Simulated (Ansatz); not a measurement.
MoS2⁻. The state is a doublet with charge -1. Geometry PBE0-D4/def2-TZVPD; atoms count from 1.

```tsv
atom	x (Å)	y (Å)	z (Å)
Mo1	0.289	0.269	-0.441
S2	1.264	-1.503	0.307
S3	-1.553	1.234	0.134
```

In the def2 sets Mo takes a core potential; there is no spin–orbit coupling. The charge -1 doublet is spin-contaminated (final ⟨S²⟩ up to 1.71, 0.75 for a pure state). At PBE0-D4/def2-TZVPD a quartet of charge -1 lies 0.63 eV below the doublet, each at its own geometry. The structure comes from a short search, and lower isomers may exist.

Estimate the Mulliken populations from the PBE0/def2-TZVPD orbitals of Ansatz.


```
atom  charge (e)  spin (α − β)  d electrons
 Mo1        0.38          0.97         4.40
  S2       -0.69          0.02            –
  S3       -0.69          0.02            –
```
Mulliken values depend strongly on the basis. With diffuse functions, as here, like atoms can get unlike values, and bond orders can come out too low or too high.

Where does the spin sit?

Summed by element: Mo 0.97, S 0.03, of 1 unpaired in all. Largest on single atoms: Mo1 0.97, S2 0.02, S3 0.02.

And the Mayer bond orders between heavy atoms (over 0.3)?

Mo1–S2 1.78 (2.16 Å); Mo1–S3 1.78 (2.16 Å).
